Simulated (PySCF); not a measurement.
C₄H₄O. Atoms are numbered in the order given.

```xyz
9

C      0.0000    -0.7165    -0.9622
C      0.0000     0.7165    -0.9622
C      0.0000     1.0932     0.3525
O      0.0000     0.0000     1.1562
C      0.0000    -1.0932     0.3525
H      0.0000    -1.3789    -1.8264
H      0.0000     1.3789    -1.8264
H      0.0000     2.0552     0.8599
H      0.0000    -2.0552     0.8599
```

Coordinates come from a r2SCAN-D4/def2-SVP optimisation.

Method: r2SCAN-D4/def2-SVP (PySCF 2.14.0).

No scaling factor is applied to the harmonic values.

Computed harmonic wavenumbers and intensities:
```json
[
 {"mode": "1", "ν (cm⁻¹)": "617", "IR (km/mol)": "0.0", "Raman (Å⁴/amu)": "0.0", "depolarisation": "–", "moving atoms (share of kinetic energy)": "C 72 %, H 28 %"},
 {"mode": "2", "ν (cm⁻¹)": "634", "IR (km/mol)": "21.3", "Raman (Å⁴/amu)": "1.9", "depolarisation": "0.75", "moving atoms (share of kinetic energy)": "C 41 %, O 35 %, H 24 %"},
 {"mode": "3", "ν (cm⁻¹)": "725", "IR (km/mol)": "0.0", "Raman (Å⁴/amu)": "0.8", "depolarisation": "0.75", "moving atoms (share of kinetic energy)": "H 74 %, C 26 %"},
 {"mode": "4", "ν (cm⁻¹)": "748", "IR (km/mol)": "94.7", "Raman (Å⁴/amu)": "0.9", "depolarisation": "0.75", "moving atoms (share of kinetic energy)": "H 78 %, C 17 %"},
 {"mode": "5", "ν (cm⁻¹)": "843", "IR (km/mol)": "0.2", "Raman (Å⁴/amu)": "0.0", "depolarisation": "–", "moving atoms (share of kinetic energy)": "H 77 %, C 23 %"},
 {"mode": "6", "ν (cm⁻¹)": "885", "IR (km/mol)": "0.0", "Raman (Å⁴/amu)": "1.1", "depolarisation": "0.75", "moving atoms (share of kinetic energy)": "H 75 %, C 25 %"},
 {"mode": "7", "ν (cm⁻¹)": "886", "IR (km/mol)": "13.2", "Raman (Å⁴/amu)": "0.2", "depolarisation": "0.51", "moving atoms (share of kinetic energy)": "O 43 %, C 38 %, H 19 %"},
 {"mode": "8", "ν (cm⁻¹)": "888", "IR (km/mol)": "0.2", "Raman (Å⁴/amu)": "3.5", "depolarisation": "0.75", "moving atoms (share of kinetic energy)": "C 87 %, H 10 %"},
 {"mode": "9", "ν (cm⁻¹)": "1010", "IR (km/mol)": "43.5", "Raman (Å⁴/amu)": "1.5", "depolarisation": "0.40", "moving atoms (share of kinetic energy)": "H 71 %, C 16 %, O 14 %"},
 {"mode": "10", "ν (cm⁻¹)": "1053", "IR (km/mol)": "5.2", "Raman (Å⁴/amu)": "5.2", "depolarisation": "0.75", "moving atoms (share of kinetic energy)": "H 68 %, C 24 %, O 8 %"},
 {"mode": "11", "ν (cm⁻¹)": "1105", "IR (km/mol)": "12.7", "Raman (Å⁴/amu)": "7.5", "depolarisation": "0.40", "moving atoms (share of kinetic energy)": "C 55 %, H 41 %"},
 {"mode": "12", "ν (cm⁻¹)": "1164", "IR (km/mol)": "1.0", "Raman (Å⁴/amu)": "28.1", "depolarisation": "0.20", "moving atoms (share of kinetic energy)": "C 51 %, H 37 %, O 12 %"},
 {"mode": "13", "ν (cm⁻¹)": "1219", "IR (km/mol)": "17.1", "Raman (Å⁴/amu)": "0.5", "depolarisation": "0.75", "moving atoms (share of kinetic energy)": "O 45 %, C 32 %, H 23 %"},
 {"mode": "14", "ν (cm⁻¹)": "1272", "IR (km/mol)": "0.2", "Raman (Å⁴/amu)": "0.8", "depolarisation": "0.75", "moving atoms (share of kinetic energy)": "H 78 %, C 22 %"},
 {"mode": "15", "ν (cm⁻¹)": "1427", "IR (km/mol)": "1.8", "Raman (Å⁴/amu)": "11.4", "depolarisation": "0.47", "moving atoms (share of kinetic energy)": "C 73 %, H 26 %"},
 {"mode": "16", "ν (cm⁻¹)": "1518", "IR (km/mol)": "19.4", "Raman (Å⁴/amu)": "35.6", "depolarisation": "0.23", "moving atoms (share of kinetic energy)": "C 77 %, H 19 %"},
 {"mode": "17", "ν (cm⁻¹)": "1597", "IR (km/mol)": "0.5", "Raman (Å⁴/amu)": "0.3", "depolarisation": "0.75", "moving atoms (share of kinetic energy)": "C 86 %, H 14 %"},
 {"mode": "18", "ν (cm⁻¹)": "3250", "IR (km/mol)": "1.5", "Raman (Å⁴/amu)": "106.1", "depolarisation": "0.75", "moving atoms (share of kinetic energy)": "H 92 %, C 8 %"},
 {"mode": "19", "ν (cm⁻¹)": "3262", "IR (km/mol)": "0.0", "Raman (Å⁴/amu)": "32.7", "depolarisation": "0.25", "moving atoms (share of kinetic energy)": "H 91 %, C 9 %"},
 {"mode": "20", "ν (cm⁻¹)": "3284", "IR (km/mol)": "0.0", "Raman (Å⁴/amu)": "15.1", "depolarisation": "0.75", "moving atoms (share of kinetic energy)": "H 91 %, C 9 %"},
 {"mode": "21", "ν (cm⁻¹)": "3290", "IR (km/mol)": "0.0", "Raman (Å⁴/amu)": "212.4", "depolarisation": "0.12", "moving atoms (share of kinetic energy)": "H 90 %, C 10 %"}
]
```
